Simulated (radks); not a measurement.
Results of a calculation; reference values are marked as such.
Initial-state core-level shifts of the vanadium ion V2+ when its valence configuration changes from [Ar] 3d3. Level of theory: non-relativistic Kohn-Sham, LDA (Slater exchange, Perdew-Wang correlation), spin-polarised, spherical densities, point nucleus; open shells are filled with parallel spins first (a radial shooting solver on a logarithmic mesh with Libxc functionals). Shifts are changes of the shell-averaged eigenvalues in eV (positive: less bound); the change of the density at the nucleus, which sets a Mossbauer isomer shift, is in e/bohr^3, on a base of 8137.

valence,1s,2p,3s,3p,density at nucleus
3d2 4p1,-8.175,-9.105,-7.745,-7.489,+1.6305
3d2 4s1,-7.090,-8.033,-6.655,-6.411,+7.6755
3d1 4s1 4p1,-16.256,-18.324,-14.938,-14.420,+10.5985
3d2.5 4s0.5,-3.424,-3.875,-3.254,-3.135,+3.6335
3d2.5 4p0.5,-3.978,-4.417,-3.813,-3.689,+0.7543
